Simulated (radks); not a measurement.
Values are calculated unless marked as measured or tabulated.
Numerical settings for neutral molybdenum, [Kr] 4d5 5s1. Code: a radial shooting solver on a logarithmic mesh with Libxc functionals. Model: Dirac Kohn-Sham, PBE, spin-unpolarised, spherical densities, finite nucleus; open shells fill j = l - 1/2 first; Fermi nuclear charge, rms radius 4.4091 fm. The defaults (mesh step 0.008 in ln r, mesh end at 40 bohr or more with all orbitals vanishing there, Anderson mixing 0.5 over 9 steps, residual threshold near 1e-9 with the energy settled to 1e-9 hartree or 1e-11 of itself, here a cap of 58 iterations) give E = -4049.1600 hartree and 4d5/2 at -3.609 eV in 14 iterations. Times are rough (one thread of a shared host). Changes against that run (0 stands for a change within the tolerance of the run):

setting                    iterations         converged  E (mhartree)  e(4d5/2) (meV)  CPU (s)
mesh step in ln r 0.005            15               yes             0               0     0.18
mesh step in ln r 0.012            14               yes             0               0     0.08
mesh step in ln r 0.2               4                no      diverged               -     0.01
mesh end (bohr) 1                  13  level above zero     +2.17e+05       +5.45e+05     0.07
mesh end (bohr) 2                  13  level above zero     +1.37e+04       +6.71e+04     0.07
residual threshold 0.001            9               yes             0           +1.68     0.08
residual threshold 1e-13           43               yes             0               0     0.21
mixing 0.01                        36               yes             0               0     0.25
linear mixing, mixing 0.5          30               yes             0               0     0.18
linear mixing, mixing 0.8          58                no     +1.98e+03            +995     0.77
mixing history 20                  18               yes             0               0     0.13
iteration cap 3                     3                no         +1.99            -424     0.04

Settled on a wrong energy, with an occupied level pushed above zero by the early mesh end: mesh end (bohr) 1 (+217 hartree); mesh end (bohr) 2 (+13.7 hartree). Apart from these: no run marked as converged misses the energy by more than 1 mhartree. A mesh that ends early acts as a hard wall.
